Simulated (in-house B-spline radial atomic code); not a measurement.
# RPA and G0W0 on LDA VWN5: Be IV (Be3+)

Configuration 1s1, highest spin, mean-field start LDA VWN5. Computed with a B-spline radial code for spherical atoms: all electrons, scalar-relativistic (spin-free one-electron X2C), finite nucleus, each spin shell either full or empty, empty states to l = 9 with an (l + 1/2)⁻⁴ tail; G0W0 by contour deformation at full frequency.

With one electron the exact correlation energy is zero, so what RPA and GW give is self-correlation.

Command:
```bash
python run_gw.py task.json out
```
Settings (radii: box in bohr, nucleus in fm):
```
Z                        4
electrons                1
configuration            1s1
hamiltonian              x2c
method                   lda,vwn
lmax                     9
rms_radius               2.519
spin_polarised           True
box_radius               14.14
intervals                71
ion_configuration        bare nucleus
```

Cost of the run: 1 s on 1 thread of Arm Neoverse N1 (shared host).

Energies (hartree):

```tsv
term	value
mean-field total	-7.86283
Hartree-Fock functional on these orbitals	-8.00038
direct second order	-0.023425
second-order exchange	0.023425
SOSEX correction	0.022697
```

Question: What is the RPA correlation energy, and what remains with SOSEX?

Answer: RPA gives -0.022696 hartree (-0.618 eV per electron); RPA + SOSEX gives 0, and the second-order doubles 0 hartree (no singles). SOSEX takes back 100 % of the RPA value.

Quasi-particle levels (eV):

```json
{"level": "1s up", "occupied": "yes", "mean field": "-190.09", "Σx - vxc": "-27.61", "Σc": "?", "QP weight": "?", "G0W0": "?"}
{"level": "1s down", "occupied": "no", "mean field": "-151.76", "Σx - vxc": "0.00", "Σc": "-2.37", "QP weight": "0.993", "G0W0": "-154.14"}
```

G0W0 = mean field + (Σx - vxc) + Σc, with Σc (partial-wave tail included) taken at the quasi-particle energy.

Question: Where does G0W0 put 1s up?

Answer: At -217.26 eV, with Σc = 0.44 eV and a quasi-particle weight of 0.990. The tabulated removal energy is 217.719 eV (NIST, tabulated theory).

Question: What does it cost to remove one electron (to the bare nucleus) by differences of total energies, each species on its own start (correlation terms add to the Hartree-Fock functional)?

Answer: LDA VWN5 213.96 eV, Hartree-Fock functional 217.70 eV, + RPA 218.32 eV, + RPA + SOSEX 217.70 eV, + second order 217.70 eV. Tabulated: 217.719 eV (NIST, tabulated theory).
